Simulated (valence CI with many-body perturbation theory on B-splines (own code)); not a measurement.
# Hyperfine factors and g values of I²⁹⁺

Computed by relativistic CI+MBPT: six valence electrons over a frozen Dirac-Fock core [Ar], a basis of 7 s, 7 p, 8 d, 6 f, 4 g, 1 h functions for each j, with the one-electron correlation potential Σ1 (screened to all orders), the two-electron term Σ2, the three-electron term Σ3, Breit, model QED; selected single and double excitations, second order for the rest, scaled by the run's own slope (own B-spline code, finite nucleus).

No measured spectrum was set against this ion. As an estimate, large intervals hold to a few tenths of a per cent, small ones and those within an open d or f shell to about a per cent. Core correlation moves these levels by up to 9800 cm⁻¹, and in measured spectra 5 to 20 % of such shifts remained as error; rates that hang on mixing are uncertain with them. Among the levels kept, up to 960 cm⁻¹ of a level comes from second order outside the variational space, and about a tenth of that is noise between levels of different J, which matters for small intervals. Only levels of the ground parity were solved; by the run's estimate the other parity begins above the list, which can be wrong where configurations are misplaced.

A/g_I is the dipole constant over the nuclear g factor μ/I (μ in nuclear magnetons, uniformly magnetised nucleus), B/Q the quadrupole constant per barn. Both hold the static response of the core; the bare values leave it out. Large factors of s and p1/2 electrons are usually good to 5 to 10 %; those of open d and f shells near neutrality can be off by tens of per cent, and small factors of p3/2, d and f electrons come from cancelling terms and can be off by a factor of two or in sign, in half-filled shells by more. B is blank for J = 1/2, where it vanishes, and for nearly pure S terms. Energies count from the lowest level. Levels with J = 0 are left out.

Levels are named by their leading jj configuration (3d3/2^4 stands for four electrons in 3d with j = 3/2), which in mixed levels can hold well under half, so a name can repeat and another be missing. Letters in brackets count levels of one name in rising energy.

```csv
Level,E (cm⁻¹),g,A/g_I (MHz),A/g_I bare,B/Q (MHz/b),B/Q bare
(3d3/2^4 3d5/2^2) J=4,0,1.382,9230,9740,20200,20600
(3d3/2^4 3d5/2^2) J=2,36381,1.391,9220,9740,-6850,-6960
(3d3/2^3 3d5/2^3) J=3 [a],72760,1.439,5750,6330,3590,3660
(3d3/2^3 3d5/2^3) J=1 [a],93733,1.428,8020,8580,-7140,-7270
(3d3/2^3 3d5/2^3) J=4,107960,1.099,12200,12300,13800,14100
(3d3/2^3 3d5/2^3) J=6,140520,1.125,14900,15100,-15100,-15400
(3d3/2^3 3d5/2^3) J=5,140570,1.119,13700,13900,7390,7540
(3d3/2^3 3d5/2^3) J=2 [a],165050,0.970,15700,15700,-13600,-13900
(3d3/2^3 3d5/2^3) J=3 [b],168930,1.019,17100,17200,10600,10800
(3d3/2^2 3d5/2^4) J=2 [a],181860,1.296,8590,9000,-2010,-2050
(3d3/2^2 3d5/2^4) J=4 [a],215930,0.987,16300,16400,-4100,-4180
(3d3/2^3 3d5/2^3) J=1 [b],223380,0.846,15800,15700,9880,10100
(3d3/2^3 3d5/2^3) J=2 [b],226120,1.174,12100,12300,18300,18700
(3d3/2^2 3d5/2^4) J=4 [b],230100,1.103,15600,15800,-140,-133
(3d3/2^2 3d5/2^4) J=5,244120,1.105,15300,15500,-12500,-12700
(3d3/2^3 3d5/2^3) J=3 [c],248540,1.238,11400,11700,-14200,-14500
(3d3/2^3 3d5/2^3) J=3 [d],260540,1.031,15500,15600,-15600,-15900
(3d3/2^2 3d5/2^4) J=6,266480,1.032,16800,16900,-20200,-20600
(3d3/2^2 3d5/2^4) J=3,272170,0.933,19300,19300,-2840,-2890
(3d3/2^2 3d5/2^4) J=1,302640,1.232,11600,11900,-464,-477
(3d3/2^2 3d5/2^4) J=4 [c],312550,1.044,17300,17400,2010,2060
(3d3/2^2 3d5/2^4) J=2 [b],312650,1.050,16200,16300,-9350,-9550
(3d3/2 3d5/2^5) J=1,341340,1.477,258,886,-6280,-6400
(3d3/2^2 3d5/2^4) J=2 [c],365740,0.757,23800,23600,-8880,-9050
(3d3/2^2 3d5/2^4) J=4 [d],367670,1.172,13200,13500,-21600,-22000
(3d3/2 3d5/2^5) J=4,421790,1.029,16100,16200,-15100,-15400
(3d3/2 3d5/2^5) J=2,432900,1.323,10100,10600,-22100,-22500
(3d3/2 3d5/2^5) J=3,437910,1.063,15800,15900,-23900,-24400
(3d3/2^2 3d5/2^4) J=2 [d],489150,1.002,17400,17500,25000,25500
```

Task: Take the isotope of mass number 129, with I = 7/2, μ = 2.6165 μN and Q = -0.483 b. What is the hyperfine structure of (3d3/2^4 3d5/2^2) J=4?

Result: From the table A = 6900 MHz, B = -9780 MHz. Shifts from the centre of gravity in MHz: F = 1/2: -126000, F = 3/2: -114000, F = 5/2: -94900, F = 7/2: -68800, F = 9/2: -36000, F = 11/2: 2620, F = 13/2: 46300, F = 15/2: 94200.
